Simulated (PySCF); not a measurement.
## Nuclear quadrupole coupling in `C=CC[C@@H]1C[C@@H]([Si@H](F)[SiH3])O1`

Species: C₆H₁₃FOSi₂.
Geometry (GFN2-xTB, Å), atoms numbered from 1 in this order:
```
atom  x, y, z in Å
C1     4.0096    1.3864   -0.2256
C2     3.1334    0.4222   -0.4337
C3     1.8066    0.6132   -1.0952
C4     0.6692    0.2900   -0.1277
C5     0.4478   -1.1847    0.2196
C6    -0.9624   -0.9688   -0.3425
Si7   -2.4199   -0.8543    0.8767
F8    -2.8354   -2.3998    1.1836
Si9   -4.1840    0.3235   -0.0233
O10   -0.6264    0.3895   -0.7292
H11    3.8222    2.3996   -0.5412
H12    4.9534    1.2052    0.2600
H13    3.3456   -0.5868   -0.1046
H14    1.6911    1.6432   -1.4363
H15    1.7199   -0.0478   -1.9622
H16    0.7338    0.9486    0.7490
H17    0.5068   -1.4385    1.2753
H18    1.0608   -1.8750   -0.3562
H19   -1.1786   -1.5708   -1.2326
H20   -1.8725   -0.4546    2.1755
H21   -4.4737   -0.0610   -1.4090
H22   -3.9412    1.7665   -0.0008
H23   -5.4106    0.0812    0.7455
```

Field gradients from the PBE0/pcSseg-1 density (PySCF, non-relativistic), principal values in atomic units, ordered |Vxx| ≤ |Vyy| ≤ |Vzz|:

```
atom     Vxx     Vyy      Vzz
 O10  0.1957  1.7954  -1.9911
```

Task: Find the asymmetry η = (Vxx − Vyy)/Vzz and the couplings χ = eQV/h (234.96 MHz × Q in barn × V in au), with Q(17O) = −0.0256 b.

Result: 
| atom | environment | nucleus | η | χzz (MHz) | χxx (MHz) | χyy (MHz) |
| --- | --- | --- | --- | --- | --- | --- |
| O10 | cyclic ether oxygen | 17O | 0.80 | 11.98 | -1.18 | -10.80 |

Task: What is Vzz at O10 in SI units (1 au = 9.71736 × 10²¹ V/m²)?

Result: -1.9911 au = -19.349 × 10²¹ V/m².

Task: And the gradient at the other heavy atoms, for which no coupling is worked out here?

Result: 
```json
{"atom": "C1", "environment": "terminal =CH2 carbon", "Vzz (au)": "0.303", "η": "0.42"}
{"atom": "C2", "environment": "alkene CH carbon", "Vzz (au)": "0.321", "η": "0.56"}
{"atom": "C3", "environment": "allylic carbon", "Vzz (au)": "-0.068", "η": "0.25"}
{"atom": "C4", "environment": "sp3 carbon bound to oxygen", "Vzz (au)": "0.355", "η": "0.23"}
{"atom": "C5", "environment": "four-membered-ring carbon", "Vzz (au)": "0.081", "η": "0.88"}
{"atom": "C6", "environment": "sp3 carbon bound to oxygen", "Vzz (au)": "0.404", "η": "0.40"}
{"atom": "Si7", "environment": "fluorine-bound silicon", "Vzz (au)": "0.823", "η": "0.17"}
{"atom": "F8", "environment": "silicon-bound fluorine", "Vzz (au)": "1.304", "η": "0.06"}
{"atom": "Si9", "environment": "SiH3 silicon", "Vzz (au)": "0.040", "η": "0.78"}
```

Task: What couplings would deuterons (Q(2H) = 0.00286 b) have in place of the hydrogens, at this geometry?

Result: 
| atom | bonded to | bond length (Å) | Vzz (au) | η | χzz (kHz) |
| --- | --- | --- | --- | --- | --- |
| H11 | C1 | 1.078 | 0.3356 | 0.05 | 226 |
| H12 | C1 | 1.077 | 0.3378 | 0.05 | 227 |
| H13 | C2 | 1.082 | 0.3240 | 0.06 | 218 |
| H14 | C3 | 1.091 | 0.3039 | 0.01 | 204 |
| H15 | C3 | 1.094 | 0.3000 | 0.01 | 202 |
| H16 | C4 | 1.098 | 0.2834 | 0.03 | 190 |
| H17 | C5 | 1.087 | 0.3117 | 0.01 | 209 |
| H18 | C5 | 1.088 | 0.3110 | 0.00 | 209 |
| H19 | C6 | 1.096 | 0.2940 | 0.04 | 198 |
| H20 | Si7 | 1.465 | 0.1590 | 0.01 | 107 |
| H21 | Si9 | 1.467 | 0.1618 | 0.01 | 109 |
| H22 | Si9 | 1.463 | 0.1643 | 0.01 | 110 |
| H23 | Si9 | 1.468 | 0.1611 | 0.01 | 108 |

The structure is a single GFN2-xTB conformer in the gas phase; no vibrational or solvent corrections. GFN2-xTB frequencies show an imaginary mode (25i cm⁻¹), so this geometry is no minimum at that level. GFN2-xTB bond lengths can be off by several hundredths of an ångström, more for odd bonds, and the gradients follow them. The small basis limits the accuracy of the gradients.
